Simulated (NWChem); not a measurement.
Molecule: CH₆SeSi; SMILES C[SiH2][SeH]

```xyz
9

Si     0.6220     1.0784     0.0121
C     -0.8152     2.2988    -0.0462
Se    -0.0780    -1.1200    -0.0297
H      1.4842     1.1903    -1.2148
H      1.4691     1.3349     1.2302
H     -1.4596     2.1892     0.8492
H     -0.4352     3.3414    -0.0730
H     -1.4384     2.1237    -0.9453
H     -0.7846    -0.9920     1.2717
```
Atoms are numbered in this order, from 1.

Program: NWChem. The geometry was optimised at PBE-D3(BJ)/def2-SVP. Vertical excitations in the gas phase; the lowest state need not have the same character in each row.

Question: Among these, which level gives the highest value of “lowest excitation, singlet (eV)”?
A) LDA (Slater exchange, VWN5)/def2-SVP, TDA
B) PBE/def2-SVP, TDA
C) LRC-wPBEh/def2-SVP, TDA
D) B3LYP/def2-SVP, TDA

Answer: C, LRC-wPBEh/def2-SVP, TDA. Values: LDA (Slater exchange, VWN5)/def2-SVP, TDA 5.33; PBE/def2-SVP, TDA 5.33; B3LYP/def2-SVP, TDA 5.44; LRC-wPBEh/def2-SVP, TDA 5.62
